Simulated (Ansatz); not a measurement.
`C[O][Mg][F]` and `[F][Mg][O][SiH3]` differ in one atom or group.

Ansatz, PBE0-D4/def2-TZVP geometries, multiplicity 1. Each molecule was computed in one conformer, which needn't be the lowest.

```
                                          property  `C[O][Mg][F]`
size of the dipole moment (ωB97M-V/def2-TZVPP) / D           1.63
                 LUMO energy (PBE/def2-TZVPP) / eV          -2.16
                HOMO energy (PBE0/def2-TZVPP) / eV          -7.40
           HOMO–LUMO gap (ωB97M-V/def2-TZVPP) / eV           9.71
               HOMO–LUMO gap (PBE/def2-TZVPP) / eV           3.74
             HOMO–LUMO gap (B3LYP/def2-TZVPP) / eV           5.45
```

(1) Give the same properties after the change, and the shifts. (An estimate is asked.)

Results:

(1) Computed: 
```csv
property,`[F][Mg][O][SiH3]`,shift
size of the dipole moment (ωB97M-V/def2-TZVPP) / D,0.13,-1.50
LUMO energy (PBE/def2-TZVPP) / eV,-2.47,-0.31
HOMO energy (PBE0/def2-TZVPP) / eV,-8.28,-0.88
HOMO–LUMO gap (ωB97M-V/def2-TZVPP) / eV,10.16,0.45
HOMO–LUMO gap (PBE/def2-TZVPP) / eV,4.39,0.65
HOMO–LUMO gap (B3LYP/def2-TZVPP) / eV,6.03,0.58
```

With PBE0 the HOMO falls by 0.88 eV and the LUMO falls by 0.31 eV, so the gap widens by about 0.57 eV. PBE moves the HOMO by -0.96 eV and ωB97M-V by -0.76 eV. Dipoles are sizes alone; their direction can turn.

B3LYP here is the variant with VWN-RPA as its local correlation; programs differ in this.
